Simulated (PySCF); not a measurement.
**Structure from 2D NMR**

Compound of formula C5H5N3O. Correlations simulated from computed shifts and the bond graph:

HSQC (one-bond C–H):
```tsv
δH	δC
8.64	174.0
8.36	163.8
7.17	147.7
6.76	146.1
6.57	146.1
```

COSY cross peaks (H two or three bonds apart, from the bond graph; peaks can be absent where the dihedral angle is near 90°):
```tsv
δH	δH
8.64	7.17
7.17	6.76
7.17	6.57
6.76	6.57
```

HMBC (two and three bonds, from the bond graph; two-bond peaks within aromatic rings are usually weak or absent):
```tsv
δH	δC
8.64	184.6, 147.7, 146.1
8.36	184.6
7.17	174.0, 146.1
6.76	174.0, 147.7
6.57	174.0, 147.7
```

Carbons without hydrogens: δ 184.6.

- GFN2-xTB geometry
- NMR shieldings at PBE0/pcSseg-1/GIAO
- code: PySCF 2.14
- single conformer, no solvent model, non-relativistic

References, each an isolated molecule treated in the same way: TMS for $^{1}$H and $^{13}$C.

Exchangeable hydrogens are left out of these lists.

Question: Assemble the structure.

Answer: SMILES o1c(/N=C/C=C)ncn1.

Atoms are numbered as in `[CH2:1]=[CH:2]/[CH:3]=[N:4]/[c:5]1[n:6][cH:7][n:8][o:9]1`. Hydrogens are named by the atom that carries them. Ha(C1) is cis to C3; Hb(C1) is trans to C3.

δC 184.6 is C5, an aromatic carbon bearing nitrogen. δC 174.0 is C3, a C=N carbon (δH 8.64). δC 163.8 is C7, an aromatic CH between two ring heteroatoms (δH 8.36). δC 147.7 is C2, an alkene CH (δH 7.17). δC 146.1 is C1, a terminal =CH2 carbon (δH 6.76, 6.57). HMBC from δH 8.64 reaches the proton-free carbon C5. HMBC from δH 8.36 reaches the proton-free carbon C5. COSY links 8.64–7.17, 7.17–6.76, 7.17–6.57, 6.76–6.57.

This is the structure that produced the data.

Shifts are as computed. Against solution values, carbons near 30 ppm lie about +3 ppm off and those near 130 ppm about +5 ppm (rms about the fit 2.1 ppm; single classes can miss by 10 ppm). Of 1328 compounds with measured shifts, 309 miss one by over three times the rms of a fit or turn the order of signals round; such compounds aren't used in these exercises. Signals without a measured value on file couldn't be tested in this way; 1H shifts scatter by 0.2 ppm about their fit, and single ones miss by 0.5 ppm.
